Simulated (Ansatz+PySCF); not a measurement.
**sextet CrH2O(+): levels of theory in one basis**

```yaml
atoms:
  - { symbol: Cr, position_ang: [0.0000, 0.0000, 0.0000] }
  - { symbol: O, position_ang: [0.0000, 0.0000, 2.1200] }
  - { symbol: H, position_ang: [0.7750, 0.0000, 2.6950] }
  - { symbol: H, position_ang: [-0.7750, 0.0000, 2.6950] }
```

Basis set: def2-SVP (spherical functions). Frozen core: 6 orbitals. Correlation on ROHF uses semicanonical orbitals with singles. Charge 1, multiplicity 6.

Computed with Ansatz (development build ahead of 0.2.0); each method stands on the lowest determinant of its kind that the runs found.

```
  method  E − E(ROHF) (eV)  <S²> of the determinant
    ROHF              0.00                     8.75
     UHF             -0.02                     8.75
ROHF-MP2            -10.80                        –
 UHF-MP2            -10.81                     8.75
```

Is a single determinant a sound starting point here?

By this sign, yes. Unrestricted orbitals gain 0.02 eV and <S²> is 8.75 against 8.75 for a pure state.

Caution: other spin multiplicities were not run.
